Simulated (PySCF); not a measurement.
C2H6FO2Si2 (doublet state).
Structure used (GFN2-xTB), in Å, numbered top down from 1:
```xyz
13
C2H6FO2Si2 angstrom
O      1.9798    1.9028   -0.5102
Si     1.8779    0.3028   -0.7569
O      0.9718   -0.4515    0.3827
C     -0.3766   -0.5632    0.4574
Si    -1.3846    0.0664   -1.0202
C     -0.8853   -1.0965    1.5616
F     -2.2187   -1.2474    1.7129
H      2.0440    2.2856    0.3676
H      3.1380   -0.3888   -0.5428
H     -2.7946   -0.1794   -0.7340
H     -1.1149    1.4989   -1.1631
H     -0.9116   -0.6771   -2.1907
H     -0.3296   -1.4518    2.4179
```

The hyperfine couplings belong to this conformer and change with its torsions.

Identity: `O[SiH]O/C([SiH3])=C/F` [radical].

Method used: PySCF, UKS B3LYP, pcH-1 on C F H O Si, non-relativistic, mean-field spin-orbit, GIAO. Isolated species at its GFN2-xTB geometry (one conformer only). A GFN2-xTB geometry isn't a minimum of the functional, and hyperfine couplings can be far from their values at a DFT geometry, by a factor of two or more for some ions and for spin on atoms past the first row. The SCF solution wasn't tested for stability.

**Question.** Give the principal g shifts and their parts.

**Answer.** 
```json
{"Δg (ppm)": "relativistic mass correction", "1": "-171", "2": "-171", "3": "-171"}
{"Δg (ppm)": "gauge correction", "1": "65", "2": "58", "3": "10"}
{"Δg (ppm)": "orbital Zeeman/spin–orbit", "1": "-1134", "2": "-71", "3": "109"}
{"Δg (ppm)": "total", "1": "-1240", "2": "-184", "3": "-52"}
```

So g = 2.00108, 2.00214, 2.00227 and g_iso = 2.00183; the tensor is close to axial: the two nearest values differ by 11 % of g3 − g1. Axes: g1 points within 10° of the Si2–H9 bond.

**Question.** What are the electron Larmor frequencies g μB B/h along the three axes at 3350 mT?

**Answer.** 93.8255, 93.8750, 93.8812 GHz for g1, g2 and g3, a range of 55.7 MHz.

**Question.** Average each term over the three axes. Which is largest in size?

**Answer.** The orbital-Zeeman/spin–orbit term -365, the mass correction -171 and the gauge correction 44 ppm, for a total of -492 ppm. The orbital-Zeeman/spin–orbit term is the largest in size. The mass correction is the same along every axis, so the anisotropy comes from the other two: their spans along these axes are 55 (gauge) and 1243 ppm (orbital Zeeman/spin–orbit).

**Question.** In a frozen sample, at which fields do the three g values resonate at 9.5, 34, 94 and 263 GHz (hyperfine left aside), and which band first spreads them over more than twice a line width of 1.0 mT?

**Answer.** 
| band | GHz | B(g3) mT | B(g2) mT | B(g1) mT | spread mT |
| --- | --- | --- | --- | --- | --- |
| X | 9.5 | 338.99 | 339.01 | 339.19 | 0.20 |
| Q | 34.0 | 1213.24 | 1213.32 | 1213.96 | 0.72 |
| W | 94.0 | 3354.24 | 3354.46 | 3356.23 | 1.99 |
| J | 263.0 | 9384.74 | 9385.36 | 9390.31 | 5.57 |

The spread grows in proportion to the frequency. J band is the first where it exceeds 2.0 mT.

The largest Mulliken spin populations are on Si2 (+0.78), H9 (+0.09) and O3 (+0.06). No atom but Si2 exceeds +0.15. The angles at Si2 add up to 324.7°, so it is pyramidal.

The HOMO–LUMO gaps are 5.70 eV among the α and 3.83 eV among the β orbitals.

Hardware: one thread of an Arm Neoverse V1, shared host with 32 logical CPUs at a one-minute load of 8.8. Cost: 65 s of wall time (grids of density and orbitals included), 0.91 GiB resident at most.
